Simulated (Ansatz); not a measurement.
`CC[O][GeH3]` and `CC[O][InH][CH3]` differ in one atom or group.

Ansatz, PBE0-D4/def2-TZVP geometries, multiplicity 1. Each molecule was computed in one conformer, which needn't be the lowest.

Elements past krypton have def2 core potentials. Scalar relativity is left out up to krypton.

```json
{"property": "LUMO energy (ωB97M-V/def2-TZVPP) / eV", "`CC[O][GeH3]`": "2.10"}
{"property": "size of the dipole moment (B3LYP/def2-TZVPP) / D", "`CC[O][GeH3]`": "1.02"}
{"property": "HOMO–LUMO gap (ωB97M-V/def2-TZVPP) / eV", "`CC[O][GeH3]`": "12.18"}
{"property": "LUMO energy (PBE0/def2-TZVPP) / eV", "`CC[O][GeH3]`": "0.37"}
{"property": "HOMO energy (ωB97M-V/def2-TZVPP) / eV", "`CC[O][GeH3]`": "-10.08"}
{"property": "size of the dipole moment (PBE/def2-TZVPP) / D", "`CC[O][GeH3]`": "0.91"}
```

What does the change do to each property? (Estimate.)

Computed: 
```tsv
property	`CC[O][InH][CH3]`	shift
LUMO energy (ωB97M-V/def2-TZVPP) / eV	0.22	-1.88
size of the dipole moment (B3LYP/def2-TZVPP) / D	2.20	1.18
HOMO–LUMO gap (ωB97M-V/def2-TZVPP) / eV	9.67	-2.51
LUMO energy (PBE0/def2-TZVPP) / eV	-1.15	-1.52
HOMO energy (ωB97M-V/def2-TZVPP) / eV	-9.45	0.63
size of the dipole moment (PBE/def2-TZVPP) / D	2.06	1.15
```

With PBE0 the HOMO rises by 0.55 eV and the LUMO falls by 1.52 eV, so the gap narrows by about 2.07 eV. PBE moves the HOMO by 0.40 eV and ωB97M-V by 0.63 eV. The zero-point energy changes by 46.1 kJ/mol with +6 modes. Dipoles are sizes alone; their direction can turn.

B3LYP here is the variant with VWN-RPA as its local correlation; programs differ in this.
